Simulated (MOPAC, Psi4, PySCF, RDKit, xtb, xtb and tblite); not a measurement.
Two geometries of C₃H₄OSi, SMILES C([SiH2]C=O)#C, relaxed at GFN2-xTB with one dihedral held; other torsions can differ between them too.

Structure A

```
9

C      2.2996     0.7686     0.3838
C      1.2455     0.2208     0.5740
Si    -0.3760    -0.6250     0.8374
C     -1.5086     0.0786    -0.5498
O     -1.7535    -0.5005    -1.5762
H      3.2224     1.2473     0.2189
H     -0.2331    -2.0685     0.6718
H     -0.9452    -0.2196     2.1259
H     -1.9334     1.0955    -0.3905
```

Structure B

```
9

C      2.3118     0.7467     0.4017
C      1.2478     0.2095     0.5651
Si    -0.3851    -0.6193     0.8121
C     -1.5216     0.1002    -0.5650
O     -2.5309    -0.4423    -0.9361
H      3.2412     1.2194     0.2585
H     -0.2783    -2.0669     0.6462
H     -0.9514    -0.2271     2.1052
H     -1.2339     1.0744    -1.0197
```

Which is lower in energy at the level DF-MP2 (frozen core)/cc-pVTZ // GFN2-xTB run with Psi4, and by how much?

B is lower, by 1.60 kJ/mol (dihedral C2–Si3–C4–O5: 100° in A, 160° in B).

E(B) − E(A) in kJ/mol at the other levels, on the same two geometries: GFN2-xTB (xtb and tblite) -0.58; MMFF94 // GFN2-xTB (RDKit) -3.69; PBE/def2-TZVP // GFN2-xTB (Psi4) -2.05; PBE-D3(BJ)/def2-TZVP // GFN2-xTB (Psi4) -2.04; HF/cc-pVTZ // GFN2-xTB (Psi4) -2.21; UFF // GFN2-xTB (RDKit) -3.21; AM1, restricted, heats of formation // GFN2-xTB (MOPAC) -1.97; PM3, restricted, heats of formation // GFN2-xTB (MOPAC) -2.36; GFN1-xTB // GFN2-xTB (xtb) 2.35; restricted B3LYP/6-31G*, spherical d // GFN2-xTB (PySCF) -1.91; restricted MP2 (frozen core)/6-31G*, spherical d // GFN2-xTB (PySCF) -2.12; restricted Hartree-Fock/6-31G*, spherical d // GFN2-xTB (PySCF) -2.50; restricted MP2 (frozen core)/3-21G // GFN2-xTB (PySCF) -2.90.

MMFF94 has few fitted parameters for silicon.
